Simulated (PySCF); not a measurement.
Spectra and structures to be paired. Level of theory: TDDFT CAM-B3LYP/def2-SVPD, vertical, gas phase, core orbitals frozen in the response in PySCF. Geometries: PBE0-D3(BJ)/def2-SVP; one conformer of each isolated species. Triplets are in the Tamm–Dancoff approximation. Atoms past krypton carry core potentials; spin–orbit coupling is left out.

A. `C[C@H](O)CO`
B. `C=COC(=O)COCC`
C. `[H][Au]<-[P](F)(F)F`
D. `[C@@H](C)(F)CC`
E. `O=S1(=O)C=CCCC1`

Lowest singlet levels (six at most, fewer where fewer were computed) with oscillator strengths:

1. 216 nm (f 0.001); 190 nm (f 0.454); 177 nm (f 0.022); 172 nm (f 0.048); 167 nm (f 0.016); 161 nm (f 0.104); T1 4.18 eV
2. 197 nm (f 0.000); 185 nm (f 0.247); 169 nm (f 0.018); 167 nm (f 0.010); 159 nm (f 0.003); 156 nm (f 0.007); T1 4.20 eV
3. 171 nm (f 0.008); 169 nm (f 0.004); 153 nm (f 0.032); 147 nm (f 0.005); 144 nm (f 0.074); 142 nm (f 0.029); T1 6.94 eV
4. 139 nm (f 0.006); 136 nm (f 0.004); 132 nm (f 0.001); 130 nm (f 0.024); 128 nm (f 0.093); 126 nm (f 0.105); T1 8.61 eV
5. 243 nm (f 0.073); 242 nm (f 0.073); 206 nm (f 0.000 summed over 2 states); 198 nm (f 0.067 summed over 2 states); 185 nm (f 0.001); 183 nm (f 0.004 summed over 2 states) [of 10 roots; the last level is left out, as the window may have cut its degenerate partner]; T1 4.54 eV

Question: Which spectrum belongs to which structure?

Answer: 1 = B, 2 = E, 3 = A, 4 = D, 5 = C.
- A: S1 at 7.24 eV, HOMO-1→LUMO (80%); Löwdin shares by element: HOMO oxygen 59% or more, carbon 22% or more, hydrogen 9% or more; LUMO oxygen 25% or more, carbon 23% or more, hydrogen 15% or more (atoms not listed hold the other 37%); HOMO -9.28 and LUMO 0.95 eV.
- B: S1 at 5.74 eV, HOMO-1→LUMO (45%), HOMO-2→LUMO (32%); Löwdin shares by element: HOMO carbon 62% or more, oxygen 23% or more; LUMO carbon 56% or more, oxygen 18% or more (atoms not listed hold the other 26%); HOMO -8.85 and LUMO 0.49 eV.
- C: S1 at 5.11 eV, HOMO→LUMO/LUMO+1 (≥92%); for S1 the Löwdin share of gold is 64% in HOMO and 43% in LUMO; HOMO -9.15 and LUMO -0.75 eV.
- D: S1 at 8.89 eV, HOMO→LUMO (91%); Löwdin shares by element: HOMO carbon 42% or more, fluorine 21%, hydrogen 9% or more (atoms not listed hold the other 28%); LUMO carbon 42% or more, hydrogen 10% or more (atoms not listed hold the other 48%); HOMO -10.51 and LUMO 1.39 eV.
- E: S1 at 6.29 eV, HOMO-1→LUMO (95%); Löwdin shares by element: HOMO carbon 46% or more, oxygen 39%; LUMO carbon 70% or more, sulfur 6% (atoms not listed hold the other 24%); HOMO -9.41 and LUMO 0.16 eV.

A slash joins orbitals within 0.01 eV of each other, whose weights are summed (≥ marks a lower bound).
